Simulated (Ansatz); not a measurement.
Relaxation of BFH5NSi (9 atoms, charge 0, multiplicity 1), to a largest force component of 0.015 eV/Å in at most 40 steps.

Level of theory: Ansatz, RKS LDA/def2-SVP.

```xyz
9
Properties=species:S:1:pos:R:3:forces:R:3
F 0.180 0.377 -2.280 1.32 0.21 3.06
B 0.868 0.545 -1.057 -3.18 1.00 -0.44
N 0.113 0.878 0.227 3.23 -0.62 -1.76
Si -0.758 -0.544 0.692 -2.24 0.49 0.68
H 2.055 0.496 -1.097 0.74 -0.01 -0.08
H 0.872 1.005 0.982 -1.03 0.11 -1.13
H -1.819 -0.812 -0.335 0.05 -0.05 -0.09
H 0.079 -1.714 0.834 0.72 -0.99 0.18
H -1.503 -0.278 2.018 0.40 -0.13 -0.41
```

Question: Where does it end, and by what steps?

Answer: The forces met the threshold. After 10 steps the energy has fallen by 1.007 eV; H5 moved furthest, 0.94 Å.

```csv
step,energy less start (eV),largest force component (eV/Å),accepted
0,0.0000,3.225,yes
1,-0.4426,2.445,yes
2,-0.6814,1.445,yes
3,-0.8441,0.937,yes
4,-0.9542,0.361,yes
5,-0.9872,0.274,yes
6,-0.9905,0.179,yes
7,-0.9973,0.277,yes
8,-1.0063,0.089,yes
9,-1.0068,0.024,yes
10,-1.0068,0.006,yes
```

```xyz
9
Properties=species:S:1:pos:R:3
F 0.274 0.066 -2.094
B 0.920 0.645 -1.086
N 0.506 0.389 0.229
Si -0.839 -0.634 0.716
H 1.859 1.385 -1.335
H 1.051 0.847 0.968
H -1.795 -0.729 -0.435
H -0.381 -2.014 1.111
H -1.504 -0.001 1.908
```

Whether the end is a true minimum wasn't checked by a vibrational analysis.

Run time: 22 s on 1 thread of Arm Neoverse V1, with other jobs on the host, peak memory 0.14 GiB.
